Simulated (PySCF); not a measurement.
Computed shifts of a molecule C2H10N2Si2, PySCF with PBE/pcSseg-1, GIAO, gas phase, atoms alike by connectivity averaged where their shifts nearly agree, in ppm (number of nuclei): ¹³C: 35.0 (1), 34.8 (1). ¹⁵N: 76.4 (1), 61.8 (1). ²⁹Si: -9.1 (1), -40.1 (1). ¹H: 5.93 (1), 4.83 (1), 4.67 (1), 3.30 (2), 3.08 (3), 1.54 (1), 0.94 (1). References: ¹³C against TMS (σ = 182.0 ppm); ¹⁵N against NH3 (σ = 267.0 ppm); ²⁹Si against TMS (σ = 335.4 ppm); ¹H against TMS (σ = 31.49 ppm), references at their B3LYP-D3(BJ)/def2-TZVP geometries, non-relativistic. Geometry optimised at B3LYP-D3(BJ)/def2-SVP. Other conformers were not sampled.

### Question
Which structure fits?
A) C1NC[SiH2]N[SiH2]1
B) CN[Si@@H]1NC[SiH2]1
C) NC[Si@H]1NC[SiH2]1
D) N[SiH](N)/C=C\[SiH3]

### Answer
B, CN[Si@@H]1NC[SiH2]1
